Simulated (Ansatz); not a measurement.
Geometry optimisation, UKS PBE-D4/def2-SVP in Ansatz.

input.yaml

```yaml
crystal:
  periodic: [false, false, false]
  atoms:
    - { symbol: Sn, position_ang: [0.000414, 1.1e-05, -0.246975] }
    - { symbol: H, position_ang: [0.000303, 1.9e-05, 1.495957] }
    - { symbol: H, position_ang: [1.626558, 6.8e-05, -0.824308] }
    - { symbol: H, position_ang: [-0.812642, 1.408234, -0.824516] }
    - { symbol: H, position_ang: [-0.812535, -1.408279, -0.824503] }
    - { symbol: Si, position_ang: [-0.000123, -3.3e-05, 4.155259] }
    - { symbol: H, position_ang: [-0.776903, -1.209771, 4.594519] }
    - { symbol: H, position_ang: [1.436028, -0.067895, 4.594196] }
    - { symbol: H, position_ang: [-0.659301, 1.277648, 4.594371] }
magnetization:
  spin_polarized: true
  initial_magnetization: 1
basis:
  gaussian: { orbitals: def2-SVP }
hamiltonian:
  xc: pbe
  dispersion: d4
relax:
  f_tol: 0.03
  max_steps: 50
output:
  orbitals: {}
```

Run as:

```bash
$ ansatz run input.yaml --threads 2 --pin off --max-ram 3072MiB --backend cpu --events-out ev --progress --plain --runs-dir out
```

**Question.** Where does it end, and by what steps?

**Answer.** The run converged. The force dipped under the threshold on the way, but the program's further checks kept it going. After 12 steps the energy has fallen by 0.622 eV; H2 moved furthest, 1.12 Å. Parted: Sn1–H2 (1.74 → 3.14 Å). Joined: H2–Si6 (2.66 → 1.51 Å).

```tsv
step	energy less start (eV)	largest force component (eV/Å)	accepted
0	0.0000	0.156	yes
1	-0.0239	0.313	yes
2	-0.0881	0.752	yes
3	-0.1860	0.853	yes
4	-0.4017	0.884	yes
5	-0.4270	2.115	yes
6	-0.5721	0.461	yes
7	-0.4870	1.072	no
8	-0.6025	0.254	yes
9	-0.6160	0.039	yes
10	-0.6190	0.028	yes
11	-0.6218	0.041	yes
12	-0.6222	0.015	yes
```

```xyz
9
Properties=species:S:1:pos:R:3
Sn 0.000 0.000 -0.527
H 0.000 0.000 2.616
H 1.637 0.000 -1.124
H -0.818 1.417 -1.125
H -0.818 -1.418 -1.125
Si 0.000 0.000 4.127
H -0.767 -1.193 4.624
H 1.417 -0.067 4.624
H -0.650 1.260 4.624
```

The run took 20 s on 2 threads of Arm Neoverse V2, with other jobs on the host, peak memory 0.17 GiB.
